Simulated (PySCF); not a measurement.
Can point charges reproduce the dipole moment of `C=N[SiH2]N([SiH3])[SiH](N)N`?

Coordinates (GFN2-xTB, Å) and charges (e) from the PBE0/pcSseg-1 density (PySCF):

| atom | x | y | z | Mulliken | IAO | Hirshfeld | ESP-fitted |
| --- | --- | --- | --- | --- | --- | --- | --- |
| C1 | 2.314 | 2.059 | -0.496 | +0.0739 | -0.0636 | +0.0394 | +0.0859 |
| N2 | 1.594 | 1.115 | -0.874 | -0.5990 | -0.5213 | -0.2000 | -0.3987 |
| Si3 | 1.538 | -0.557 | -0.419 | +0.8957 | +0.9962 | +0.3962 | +0.6943 |
| N4 | -0.015 | -0.838 | 0.298 | -1.0895 | -1.0440 | -0.3449 | -0.5524 |
| Si5 | -0.139 | -1.932 | 1.633 | +0.6196 | +0.7431 | +0.3438 | +0.5269 |
| Si6 | -1.483 | -0.196 | -0.411 | +1.0397 | +1.2330 | +0.4234 | +0.9710 |
| N7 | -1.163 | 0.523 | -1.937 | -0.6361 | -0.8637 | -0.3309 | -1.0608 |
| N8 | -2.093 | 0.926 | 0.760 | -0.6200 | -0.8652 | -0.3303 | -1.0536 |
| H9 | 2.155 | 3.053 | -0.912 | +0.1139 | +0.1417 | +0.0522 | +0.0740 |
| H10 | 3.124 | 1.977 | 0.235 | +0.0968 | +0.1103 | +0.0479 | +0.0730 |
| H11 | 2.551 | -0.972 | 0.557 | -0.1316 | -0.1562 | -0.0839 | -0.1532 |
| H12 | 1.699 | -1.249 | -1.699 | -0.0941 | -0.1459 | -0.0809 | -0.1350 |
| H13 | 0.217 | -3.290 | 1.208 | -0.0883 | -0.1410 | -0.0822 | -0.1312 |
| H14 | -1.520 | -1.913 | 2.119 | -0.1091 | -0.1277 | -0.0746 | -0.1285 |
| H15 | 0.757 | -1.495 | 2.708 | -0.0929 | -0.1363 | -0.0826 | -0.1170 |
| H16 | -2.375 | -1.328 | -0.708 | -0.1448 | -0.1975 | -0.1060 | -0.1987 |
| H17 | -0.258 | 0.958 | -2.033 | +0.2099 | +0.2662 | +0.0808 | +0.3197 |
| H18 | -1.873 | 1.125 | -2.318 | +0.1826 | +0.2576 | +0.1150 | +0.4307 |
| H19 | -2.962 | 1.396 | 0.559 | +0.1821 | +0.2556 | +0.1107 | +0.3830 |
| H20 | -2.073 | 0.649 | 1.728 | +0.1910 | +0.2588 | +0.1073 | +0.3707 |

Q: Form Σ q r in debye for every column and set it beside the full dipole.

A: The full density gives (0.40, 2.14, 1.25) D, 2.51 D in size; dipole vectors point from the negative to the positive end.

| scheme | μx | μy | μz | size (D) | share of the full size (%) | angle to the full dipole (°) |
| --- | --- | --- | --- | --- | --- | --- |
| Mulliken | 0.77 | -0.05 | 1.12 | 1.36 | 54 | 62 |
| IAO | 0.68 | -0.46 | 1.54 | 1.74 | 69 | 74 |
| Hirshfeld | 0.94 | 1.18 | 0.62 | 1.63 | 65 | 26 |
| ESP-fitted | 0.44 | 2.11 | 1.24 | 2.49 | 99 | 1 |

Q: Which set comes closest?

A: Length of the difference vector: ESP-fitted 0.05 D, Hirshfeld 1.27 D, Mulliken 2.22 D, IAO 2.63 D. Closest: ESP-fitted. ESP charges are fitted to the potential around the molecule, whose slowest-falling term is the dipole's. The schemes that divide the density aren't constrained to reproduce the dipole.

Q: What is left for the Hirshfeld atoms' own dipoles?

A: The shares of the density sum to the whole, so what Σ q r misses lies in dipoles about the nuclei. The atomic dipoles sum to (0.40, 2.14, 1.25) − (0.94, 1.18, 0.62) = (-0.54, 0.96, 0.63) D, 1.27 D in size.

Q: With the origin at the mean of the coordinates, (0.000, 0.001, 0.000) Å, which are the largest single terms, by size, of the Mulliken dipole along the direction of the full one?

A: Si6 -3.05, N4 +2.98, Si5 -2.56, N8 -2.47, N2 -2.22 D; all 20 atoms together +0.64 D. The single terms depend on the origin, their sum doesn't.

Q: Give the size of the full dipole in other units.

A: 2.51 D = 0.987 au = 0.522 e·Å = 8.37 × 10⁻³⁰ C·m.

One conformer (not necessarily the lowest) at the GFN2-xTB geometry, without solvent, vibrations or thermal averaging.

These values come from a run that also computed NMR shieldings. Time: 50 s; peak memory 1.1 GiB. Hardware: Arm Neoverse V1, one thread, no GPU (shared host).
